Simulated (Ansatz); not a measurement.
Ideal-gas functions of ClFSb (`[F][Sb][Cl]`) radical at 500 K and 1 bar, from an Ansatz frequency run at PBE0-D4/def2-TZVP.

Molar mass 176.21 g/mol, point group Cs (symmetry number 1), electronic degeneracy 2, moments of inertia 55.436, 164.037, 219.473 u Å². Harmonic wavenumbers (cm⁻¹, unscaled): 166, 377, 622.

Use S(trans) = R[1.5 ln M + 2.5 ln T − 1.1517]; rotational temperatures θ = 24.2544 K / I; S(rot) = R[ln(√π/σ · √(T³/θAθBθC)) + 1.5]; for each mode x = 1.438777 ν̃/T, S = R[x/(eˣ − 1) − ln(1 − e⁻ˣ)] and H = RT x/(eˣ − 1); 1 cm⁻¹ = 0.0119627 kJ/mol; R = 8.31446 J/(mol·K).

Question: By hand: the entropy, in J/(mol·K).

Answer: Translation 184.1. Rotation: θ = 0.4375, 0.1479, 0.1105 K, giving 115.3. Vibration, mode by mode: 14.54, 8.03, 4.50, in all 27.1. Electronic 5.8. Sum 332.3 J/(mol·K).

Question: By hand: H − E and G − E in kJ/mol, counted from the electronic energy.

Answer: Zero-point energy ½ × 1165 × 0.0119627 = 7.0; thermal vibration 7.0; translation, rotation and pV give 4 RT = 16.6. H − E = 30.6 kJ/mol, and G − E = 30.6 − 500 × 332.3/1000 = -135.6 kJ/mol.

Vibration gives 8 % of the entropy.
